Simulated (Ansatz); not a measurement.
Start from `CC(C)O[SiH](F)F` and change one atom or group to get `CC(C)[O][GaH][OH]`.

Ansatz, PBE0-D4/def2-TZVP geometries, multiplicity 1. Each molecule was computed in one conformer, which needn't be the lowest.

Scalar relativity is left out up to krypton.

```
                                          property  `CC(C)O[SiH](F)F`
           HOMO–LUMO gap (ωB97M-V/def2-TZVPP) / eV              13.55
                HOMO energy (PBE0/def2-TZVPP) / eV              -8.80
size of the dipole moment (ωB97M-V/def2-TZVPP) / D               2.55
                LUMO energy (PBE0/def2-TZVPP) / eV               0.85
               HOMO energy (B3LYP/def2-TZVPP) / eV              -8.57
                 HOMO energy (PBE/def2-TZVPP) / eV              -7.25
```

(1) What does the change do to each property? (Estimate.)

Results:

(1) Ansatz gave: 
```json
{"property": "HOMO–LUMO gap (ωB97M-V/def2-TZVPP) / eV", "`CC(C)[O][GaH][OH]`": "11.41", "shift": "-2.14"}
{"property": "HOMO energy (PBE0/def2-TZVPP) / eV", "`CC(C)[O][GaH][OH]`": "-7.85", "shift": "0.95"}
{"property": "size of the dipole moment (ωB97M-V/def2-TZVPP) / D", "`CC(C)[O][GaH][OH]`": "1.99", "shift": "-0.56"}
{"property": "LUMO energy (PBE0/def2-TZVPP) / eV", "`CC(C)[O][GaH][OH]`": "-0.50", "shift": "-1.35"}
{"property": "HOMO energy (B3LYP/def2-TZVPP) / eV", "`CC(C)[O][GaH][OH]`": "-7.62", "shift": "0.95"}
{"property": "HOMO energy (PBE/def2-TZVPP) / eV", "`CC(C)[O][GaH][OH]`": "-6.34", "shift": "0.91"}
```

With PBE0 the HOMO rises by 0.95 eV and the LUMO falls by 1.35 eV, so the gap narrows by about 2.30 eV. PBE moves the HOMO by 0.91 eV and ωB97M-V by 0.92 eV. Dipoles are sizes alone; their direction can turn.

B3LYP here is the variant with VWN-RPA as its local correlation; programs differ in this.
